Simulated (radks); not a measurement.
The numbers below are computed, except where a source is named.
These are the eigenvalues of the occupied orbitals of an atom or ion with whole-number occupations (hartree). Code: a radial shooting solver on a logarithmic mesh with Libxc functionals. Model: scalar-relativistic Kohn-Sham, B86b exchange with PBE correlation, spin-polarised, spherical densities, point nucleus.

| orbital | eigenvalue |
|---|---|
| 1s up | -1909.140 |
| 1s down | -1909.131 |
| 2s up | -318.9904 |
| 2s down | -318.9842 |
| 2p up | -283.7662 |
| 2p down | -283.7572 |
| 3s up | -73.13280 |
| 3s down | -73.03641 |
| 3p up | -62.27112 |
| 3p down | -62.17399 |
| 3d up | -48.11854 |
| 3d down | -48.04269 |
| 4s up | -16.97424 |
| 4s down | -16.75497 |
| 4p up | -13.39505 |
| 4p down | -13.17692 |
| 4d up | -8.48220 |
| 4d down | -8.26149 |
| 5s up | -4.58380 |
| 5s down | -4.34341 |
| 5p up | -3.62861 |
| 4f up | -3.12550 |
| 4f down | -2.89311 |

Which element is it, and in what charge state? The configuration may be excited. Open shells, if any, are filled with parallel spins first.

Answer. Z = 65, terbium, charge +6: Tb6+ in [Kr] 4d10 4f8 5s2 5p3. The list shows which subshells hold electrons but not how many an open one holds; the 1s level, -1909.1 hartree, gives Z - s = 61.8 by -(Z - s)^2/2, which with screening and relativity narrows Z to a few neighbours, and the depths of the outer levels then fix element, charge and occupations together.
